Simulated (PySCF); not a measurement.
Gas-phase reaction: TaF5 + O ⇌ TaOF3 + 2 F

Energies from PySCF, thermal terms from the rigid-rotor harmonic-oscillator model, ideal gas at 1 bar. † marks an energy on the PBE0/def2-TZVP geometry and frequencies. MP2 freezes the core. Open shells (unrestricted): O (multiplicity 3), F (multiplicity 2); the rest are closed-shell singlets. Spin-orbit splitting is ignored; it lowers the true energy and changes the entropy of O, F. B3LYP is the form with VWN-RPA correlation. Ta: scalar-relativistic def2 core potential, no spin-orbit coupling. TaOF3: computed as isolated molecules; such fragments, hydroxides, amides, oligomers or adducts are transient or little studied in the gas. MP2 isn't extrapolated to the basis-set limit.

B3LYP/def2-TZVP† gives ΔH°(298 K) = 366 kJ.

Question: What do MP2/def2-SVP†, MP2/def2-TZVPP†, r2SCAN/def2-TZVP† give?

Answer: MP2/def2-SVP†: 355 kJ; MP2/def2-TZVPP†: 360 kJ; r2SCAN/def2-TZVP†: 381 kJ. For scale, ΔH°(298 K) is 366 kJ at this level, 380 kJ at ωB97M-V/def2-TZVP†, and runs from 229 to 443 kJ over the 18 levels computed.
